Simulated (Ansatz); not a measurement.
Compare A (`C[Si](O)(Cl)C#N`) with its isomer B (`O[SiH](Cl)C1=CN1`).

Gas-phase electronic energies from Ansatz, PBE0-D4/def2-TZVP geometries. CCSD(T)/CBS is the MP2 limit (def2-TZVPP, def2-QZVPP) plus CCSD(T) − MP2 in def2-TZVPP, frozen cores. DFT in def2-TZVPP. One conformer a species, not always the lowest.

A:

```xyz
10

C    -0.873   -1.124   -0.306
Si    0.016    0.368    0.284
O    -0.473    1.660   -0.570
Cl   -0.232    0.663    2.291
C     1.847    0.165    0.065
N     2.980    0.034   -0.096
H    -0.536   -2.009    0.236
H    -1.947   -1.006   -0.150
H    -0.687   -1.273   -1.372
H    -0.096    2.522   -0.383
```

B:

```xyz
10

O     1.201   -1.251    1.484
Si    1.254   -0.376    0.113
Cl    1.784   -1.504   -1.515
C    -0.380    0.327   -0.282
C    -1.468    0.547   -0.920
N    -1.593    0.970    0.462
H     0.448   -1.828    1.625
H     2.284    0.655    0.321
H    -2.095    0.481   -1.793
H    -1.436    1.980    0.505
```

**Question.** Which isomer does CCSD(T)/CBS put lower? Give the gap. (An estimate is asked.)

**Answer.** Computed: A, by 361.6 kJ/mol.

**Question.** Give E(B) − E(A) in kJ/mol with PBE-D4, CCSD/def2-TZVPP, CCSD(T)/def2-TZVPP, HF/def2-TZVPP, B2PLYP, r2SCAN-D4, MP2/def2-TZVPP. (Best estimate.)

**Answer.** The calculation gave: PBE-D4 332.3, CCSD/def2-TZVPP 375.5, CCSD(T)/def2-TZVPP 370.1, HF/def2-TZVPP 399.1, B2PLYP 369.4, r2SCAN-D4 351.7, MP2/def2-TZVPP 375.8. None reverses the order clearly.

Largest T1 diagnostic: 0.012.

From PBE to PBE0 (25 % exact exchange), in def2-TZVPP and without D4, E(B) − E(A) moves by +10.1 kJ/mol. In def2-TZVPP, CCSD(T) changes the Hartree–Fock value by −29.0 kJ/mol (the triples alone add −5.5 kJ/mol) and MP2 by −23.3 kJ/mol.
